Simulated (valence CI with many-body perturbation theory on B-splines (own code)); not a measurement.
**Forbidden lines of Bi XIII**

Calculated by valence CI with perturbative core correlation (CI+MBPT): three valence electrons over a frozen Dirac-Fock core [Xe] 4f14, a basis of 9 s, 9 p, 10 d, 8 f, 5 g, 3 h, 1 i functions for each j, with the one-electron correlation potential Σ1, the two-electron term Σ2, the three-electron term Σ3, Breit, model QED; selected CI, second order for the rest, scaled by the run's own slope (own B-spline code, finite nucleus).

No measured levels were compared; by estimate terms of the open shell hold to 2 to 4 % of their energy, and close levels can change places. The list stops below the first excitations out of the core. Only levels of the ground parity were solved; by the run's estimate the other parity begins above the list, which can be wrong where configurations are misplaced.

Lines 1 to 50 of 81 in falling wavelength, among levels below 431880 cm⁻¹, chosen from the decays that carry over 1 % of a level's rate. Wavelengths and rates use the calculated energies, so an error of 2000 cm⁻¹ moves a line at 3321 nm by 66 % and its rate by three times that or more. Electric multipoles are in the length gauge, E1 and E2 with the static RPA response of the core. Weak lines are less certain than strong ones. Lines between different terms over intervals too small for the method are left out, as are lines whose strength nearly cancels. The highest levels of a list are the least certain.

Levels are named by their leading jj configuration (3d3/2^4 stands for four electrons in 3d with j = 3/2), which in mixed levels can hold well under half, so a name can repeat and another be missing. Letters in brackets count levels of one name in rising energy.

```tsv
λ vac (nm)	Upper	Lower	Type	A (s⁻¹)	Branch %
3321	(5d3/2^2 5d5/2) J=9/2	(5d3/2^2 5d5/2) J=7/2	M1	2.85e-01	100.0
1804	(5d3/2^2 5d5/2) J=1/2	(5d3/2^2 5d5/2) J=3/2	M1	4.17e+00	2.9
1024	(5d3/2^2 5d5/2) J=3/2	(5d3/2^2 5d5/2) J=5/2 [a]	M1	8.23e+00	2.0
894.6	(5d3/2^2 5d5/2) J=7/2	(5d3/2^2 5d5/2) J=5/2 [a]	M1	3.18e+01	99.4
774.7	(5d3/2 5d5/2^2) J=11/2	(5d3/2 5d5/2^2) J=9/2	M1	1.23e+01	4.3
695.0	(5d3/2 5d5/2^2) J=5/2 [b]	(5d3/2 5d5/2^2) J=3/2 [a]	M1	1.71e+01	3.2
486.1	(5d3/2 5d5/2^2) J=5/2 [a]	(5d3/2 5d5/2^2) J=7/2 [a]	M1	2.28e+01	3.6
477.6	(5d3/2 5d5/2^2) J=3/2 [b]	(5d5/2^3) J=3/2	M1	2.51e+01	1.6
452.1	(5d3/2 5d5/2^2) J=5/2 [a]	(5d3/2^2 5d5/2) J=5/2 [b]	M1	2.95e+01	4.6
435.2	(5d5/2^3) J=9/2	(5d3/2 5d5/2^2) J=11/2	M1	3.48e+01	2.4
415.2	(5d3/2^2 5d5/2) J=5/2 [a]	(5d3/2^3) J=3/2	M1	4.28e+02	100.0
400.2	(5d3/2^2 5d5/2) J=5/2 [b]	(5d3/2^2 5d5/2) J=7/2	M1	1.27e+01	5.7
380.2	(5d3/2 5d5/2^2) J=5/2 [b]	(5d3/2^2 5d5/2) J=5/2 [b]	M1	1.87e+02	35.1
378.7	(5d3/2^2 5d5/2) J=5/2 [b]	(5d3/2^2 5d5/2) J=3/2	M1	1.36e+02	61.3
376.8	(5d3/2 5d5/2^2) J=7/2 [a]	(5d3/2^2 5d5/2) J=7/2	M1	1.97e+02	18.6
366.2	(5d3/2 5d5/2^2) J=9/2	(5d3/2^2 5d5/2) J=9/2	M1	3.43e+02	57.6
349.6	(5d3/2 5d5/2^2) J=7/2 [b]	(5d3/2 5d5/2^2) J=7/2 [a]	M1	4.59e+01	10.7
336.6	(5d5/2^3) J=3/2	(5d3/2 5d5/2^2) J=1/2	M1	1.72e+02	12.0
334.1	(5d5/2^3) J=5/2	(5d5/2^3) J=3/2	M1	5.29e+01	2.0
331.6	(5d3/2 5d5/2^2) J=7/2 [b]	(5d3/2^2 5d5/2) J=5/2 [b]	M1	2.12e+01	4.9
329.8	(5d3/2 5d5/2^2) J=9/2	(5d3/2^2 5d5/2) J=7/2	M1	2.52e+02	42.3
305.4	(5d5/2^3) J=3/2	(5d3/2 5d5/2^2) J=3/2 [a]	M1	2.94e+02	20.6
305.1	(5d3/2 5d5/2^2) J=3/2 [a]	(5d3/2^2 5d5/2) J=1/2	M1	1.52e+02	9.5
295.5	(5d3/2^2 5d5/2) J=3/2	(5d3/2^3) J=3/2	M1	4.00e+02	97.9
279.3	(5d3/2 5d5/2^2) J=1/2	(5d3/2^2 5d5/2) J=1/2	M1	8.54e+02	93.8
278.7	(5d5/2^3) J=9/2	(5d3/2 5d5/2^2) J=9/2	M1	6.02e+02	40.9
276.5	(5d3/2^2 5d5/2) J=5/2 [b]	(5d3/2^2 5d5/2) J=5/2 [a]	M1	2.48e+01	11.2
265.1	(5d3/2 5d5/2^2) J=7/2 [a]	(5d3/2^2 5d5/2) J=5/2 [a]	M1	8.61e+02	81.4
261.0	(5d3/2 5d5/2^2) J=3/2 [a]	(5d3/2^2 5d5/2) J=3/2	M1	8.82e+02	55.2
253.9	(5d3/2^2 5d5/2) J=1/2	(5d3/2^3) J=3/2	M1	1.38e+02	95.5
253.9	(5d3/2^2 5d5/2) J=1/2	(5d3/2^3) J=3/2	E2	2.39e+00	1.7
252.1	(5d5/2^3) J=9/2	(5d3/2 5d5/2^2) J=7/2 [a]	M1	7.96e+02	54.0
248.6	(5d3/2 5d5/2^2) J=11/2	(5d3/2^2 5d5/2) J=9/2	M1	2.73e+02	95.6
241.8	(5d3/2 5d5/2^2) J=1/2	(5d3/2^2 5d5/2) J=3/2	M1	3.46e+01	3.8
230.0	(5d3/2 5d5/2^2) J=3/2 [b]	(5d3/2 5d5/2^2) J=5/2 [a]	M1	6.62e+02	42.2
225.1	(5d5/2^3) J=5/2	(5d3/2 5d5/2^2) J=7/2 [b]	M1	2.67e+02	9.9
223.9	(5d5/2^3) J=3/2	(5d3/2^2 5d5/2) J=5/2 [b]	M1	5.14e+02	36.0
212.3	(5d3/2 5d5/2^2) J=5/2 [a]	(5d3/2^2 5d5/2) J=7/2	M1	1.16e+02	18.2
208.0	(5d3/2 5d5/2^2) J=3/2 [a]	(5d3/2^2 5d5/2) J=5/2 [a]	M1	4.88e+02	30.5
207.1	(5d5/2^3) J=5/2	(5d3/2 5d5/2^2) J=5/2 [b]	M1	6.25e+02	23.3
206.1	(5d3/2 5d5/2^2) J=5/2 [a]	(5d3/2^2 5d5/2) J=3/2	M1	3.49e+02	54.8
197.5	(5d3/2 5d5/2^2) J=3/2 [b]	(5d3/2 5d5/2^2) J=1/2	M1	2.08e+02	13.2
195.0	(5d3/2 5d5/2^2) J=5/2 [b]	(5d3/2^2 5d5/2) J=7/2	M1	2.55e+02	47.8
191.8	(5d3/2 5d5/2^2) J=7/2 [b]	(5d3/2^2 5d5/2) J=9/2	M1	1.76e+02	40.8
190.6	(5d5/2^3) J=5/2	(5d3/2 5d5/2^2) J=5/2 [a]	M1	2.87e+02	10.7
189.7	(5d3/2 5d5/2^2) J=5/2 [b]	(5d3/2^2 5d5/2) J=3/2	M1	1.67e+01	3.1
186.3	(5d3/2 5d5/2^2) J=3/2 [b]	(5d3/2 5d5/2^2) J=3/2 [a]	M1	3.79e+02	24.1
181.3	(5d3/2 5d5/2^2) J=7/2 [b]	(5d3/2^2 5d5/2) J=7/2	M1	1.28e+02	29.6
171.6	(5d3/2 5d5/2^2) J=5/2 [a]	(5d3/2^2 5d5/2) J=5/2 [a]	M1	6.96e+01	10.9
166.0	(5d3/2^2 5d5/2) J=5/2 [b]	(5d3/2^3) J=3/2	M1	4.69e+01	21.1
```
